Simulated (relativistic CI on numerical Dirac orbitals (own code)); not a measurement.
## Forbidden lines of Tl XXXVI

Calculated at this level of theory: Dirac-Coulomb-Breit CI, KLI orbitals optimised for each configuration, model QED (radiative potential, 1s self-energy scaled to tabulated hydrogen-like ionisation energies), unscaled Slater integrals (own radial code, finite nucleus).

Configurations in the expansion (outside the closed core [Ar] 3d10): 4s2 4p6 4d10, 4s2 4p6 4d9 4f, 4s2 4p5 4d10 4f, 4s 4p6 4d10 4f, 4s2 4p6 4d9 5s, 4s2 4p6 4d9 5p, 4s2 4p6 4d9 5d, 4s2 4p5 4d10 5s, 4p6 4d10 4f2, 4p6 4d9 4f3, 4p5 4d10 4f3, 4p6 4d9 4f2 5s, 4p6 4d9 4f2 5p, 4p6 4d9 4f2 5d. Double excitations out of closed p, d and f shells are left out; levels of such configurations are missing from the list, as are those of other unlisted configurations, and high levels can miss mixing partners. These lack a partner that the ground configuration has and come out too high: 4s2 4p5 4d10 5s.

```csv
λ vac (nm),Lower,Upper,Type,A (s⁻¹),gf,Branching (%)
2.3542,4s2 4p6 4d10 1S_0 [1],4s2 4p6 4d9 5s 3D_2 [33],E2,4.47e+08,1.86e-04,84.1
2.4807,4s2 4p6 4d10 1S_0 [1],4s2 4p6 4d9 5s 1D_2 [31],E2,5.11e+08,2.36e-04,73.4
4.6859,4s2 4p6 4d10 1S_0 [1],4s2 4p6 4d9 4f 3D°_2 [16],M2,1.83e+04,3.00e-08,12.9
4.7567,4s2 4p6 4d10 1S_0 [1],4s2 4p6 4d9 4f 1D°_2 [15],M2,8.43e+03,1.43e-08,5.3
5.0362,4s2 4p6 4d10 1S_0 [1],4s2 4p6 4d9 4f 3D°_3 [12],E3,3.58e+02,9.52e-10,4.2
5.1918,4s2 4p6 4d10 1S_0 [1],4s2 4p6 4d9 4f 1D°_2 [9],M2,8.58e+04,1.73e-07,97.4
5.3239,4s2 4p6 4d10 1S_0 [1],4s2 4p6 4d9 4f 3D°_2 [5],M2,1.52e+04,3.22e-08,94.3
32.495,4s2 4p6 4d9 4f 3D°_2 [5],4s2 4p6 4d9 4f 1F°_3 [19],M1,9.92e+03,1.10e-06,5.6
35.821,4s2 4p6 4d9 4f 3F°_3 [6],4s2 4p6 4d9 4f 1F°_3 [19],M1,1.83e+04,2.47e-06,10.3
36.543,4s2 4p6 4d9 4f 3D°_2 [5],4s2 4p6 4d9 4f 3G°_3 [17],M1,4.33e+03,6.06e-07,2.5
36.771,4s2 4p6 4d9 4f 3G°_4 [7],4s2 4p6 4d9 4f 1F°_3 [19],M1,1.53e+04,2.17e-06,8.6
37.498,4s2 4p6 4d9 4f 3P°_1 [3],4s2 4p6 4d9 4f 1D°_2 [15],M1,2.66e+04,2.80e-06,16.8
38.468,4s2 4p6 4d9 4f 1D°_2 [9],4s2 4p6 4d9 4f 1F°_3 [19],M1,2.60e+04,4.03e-06,14.6
40.802,4s2 4p6 4d9 4f 3F°_3 [6],4s2 4p6 4d9 4f 3G°_3 [17],M1,3.65e+04,6.38e-06,21.4
41.315,4s2 4p6 4d9 4f 3H°_6 [8],4s2 4p6 4d9 4f 1H°_5 [18],M1,1.48e+05,4.17e-05,81.7
42.040,4s2 4p6 4d9 4f 3G°_4 [7],4s2 4p6 4d9 4f 3G°_3 [17],M1,1.00e+05,1.86e-05,58.8
43.210,4s2 4p6 4d9 4f 3F°_4 [10],4s2 4p6 4d9 4f 3G°_4 [20],M1,5.75e+04,1.45e-05,34.1
44.024,4s2 4p6 4d9 4f 3F°_3 [6],4s2 4p6 4d9 4f 3D°_2 [16],M1,5.11e+03,7.43e-07,3.6
44.272,4s2 4p6 4d9 4f 1D°_2 [9],4s2 4p6 4d9 4f 3G°_3 [17],M1,7.04e+03,1.45e-06,4.1
44.391,4s2 4p6 4d9 4f 3F°_4 [10],4s2 4p6 4d9 4f 1F°_3 [19],M1,5.90e+04,1.22e-05,33.2
44.647,4s2 4p6 4d9 4f 3D°_2 [5],4s2 4p6 4d9 4f 1D°_2 [15],M1,6.25e+04,9.33e-06,39.4
46.547,4s2 4p6 4d9 4f 3G°_5 [11],4s2 4p6 4d9 4f 3G°_4 [20],M1,9.26e+04,2.71e-05,55.0
47.435,4s2 4p6 4d9 4f 3H°_5 [4],4s2 4p6 4d9 4f 3H°_4 [14],M1,1.20e+05,3.64e-05,84.1
48.091,4s2 4p6 4d9 4f 1D°_2 [9],4s2 4p6 4d9 4f 3D°_2 [16],M1,6.73e+04,1.17e-05,47.6
48.402,4s2 4p6 4d9 4f 3D°_3 [12],4s2 4p6 4d9 4f 3G°_4 [20],M1,1.28e+04,4.05e-06,7.6
49.889,4s2 4p6 4d9 4f 3D°_3 [12],4s2 4p6 4d9 4f 1F°_3 [19],M1,4.59e+04,1.20e-05,25.8
50.887,4s2 4p6 4d9 4f 3F°_4 [10],4s2 4p6 4d9 4f 1H°_5 [18],M1,5.02e+03,2.15e-06,2.8
51.175,4s2 4p6 4d9 4f 3F°_3 [6],4s2 4p6 4d9 4f 1D°_2 [15],M1,6.00e+04,1.18e-05,37.8
52.304,4s2 4p6 4d9 4f 3F°_4 [10],4s2 4p6 4d9 4f 3G°_3 [17],M1,8.22e+03,2.36e-06,4.8
55.581,4s2 4p6 4d9 4f 3G°_5 [11],4s2 4p6 4d9 4f 1H°_5 [18],M1,2.43e+04,1.24e-05,13.4
57.623,4s2 4p6 4d9 4f 3G°_4 [7],4s2 4p6 4d9 4f 3H°_4 [14],M1,1.94e+04,8.71e-06,13.6
60.110,4s2 4p6 4d9 4f 3D°_3 [12],4s2 4p6 4d9 4f 3G°_3 [17],M1,1.32e+04,5.00e-06,7.7
67.374,4s2 4p6 4d9 4f 3D°_3 [12],4s2 4p6 4d9 4f 3D°_2 [16],M1,2.12e+04,7.22e-06,15.0
79.752,4s2 4p6 4d9 4f 3D°_1 [13],4s2 4p6 4d9 4f 3D°_2 [16],M1,2.85e+04,1.36e-05,20.2
93.204,4s2 4p6 4d9 4f 3D°_2 [5],4s2 4p6 4d9 4f 3D°_3 [12],M1,4.12e+03,3.76e-06,48.3
99.459,4s2 4p6 4d9 4f 3H°_5 [4],4s2 4p6 4d9 4f 3G°_5 [11],M1,1.04e+03,1.69e-06,28.5
119.12,4s2 4p6 4d9 4f 3H°_5 [4],4s2 4p6 4d9 4f 3F°_4 [10],M1,5.32e+02,1.02e-06,22.9
127.03,4s2 4p6 4d9 4f 3F°_3 [6],4s2 4p6 4d9 4f 3D°_3 [12],M1,3.04e+03,5.15e-06,35.6
139.84,4s2 4p6 4d9 4f 3G°_4 [7],4s2 4p6 4d9 4f 3D°_3 [12],M1,1.01e+03,2.08e-06,11.9
143.58,4s2 4p6 4d9 4f 3H°_4 [14],4s2 4p6 4d9 4f 1H°_5 [18],M1,3.63e+03,1.23e-05,2.0
158.04,4s2 4p6 4d9 4f 3G°_4 [7],4s2 4p6 4d9 4f 3G°_5 [11],M1,2.47e+03,1.02e-05,67.8
185.55,4s2 4p6 4d9 4f 3F°_3 [6],4s2 4p6 4d9 4f 3F°_4 [10],M1,1.25e+03,5.81e-06,53.9
214.23,4s2 4p6 4d9 4f 3G°_4 [7],4s2 4p6 4d9 4f 3F°_4 [10],M1,5.37e+02,3.33e-06,23.2
234.17,4s2 4p6 4d9 4f 3P°_1 [3],4s2 4p6 4d9 4f 3D°_2 [5],M1,9.25e+02,3.80e-06,5.7
260.28,4s2 4p6 4d9 4f 3H°_5 [4],4s2 4p6 4d9 4f 3H°_6 [8],M1,7.40e+02,9.77e-06,100.0
```

Terms are leading LS components. Brackets give the number of a level in order of energy, since labels repeat. The list gives strong lines, with weight on those to low levels, among the lowest 88 of 2548 levels, so that lines to higher ones, which can be the strongest, are missing. Levels whose partners in the same complex of configurations lie outside the list can be far off, and so can their lines. Rates are taken at the computed energies, electric ones in the length gauge.

At this charge energies of transitions that change n are usually good to better than 1 %, and those within a shell (Δn = 0) to a few per cent.

Task: From the table, what is the radiative lifetime of 4s2 4p6 4d9 4f 1F°_3?

Result: The listed rates from this level add up to about 1.74e+05 s⁻¹, 98 % of its decay; with all channels τ = 5.63e-06 s.

LS names give the leading component of a level, which can be under half, so a name can repeat, a term be missing and a line seem to break the LS rules.
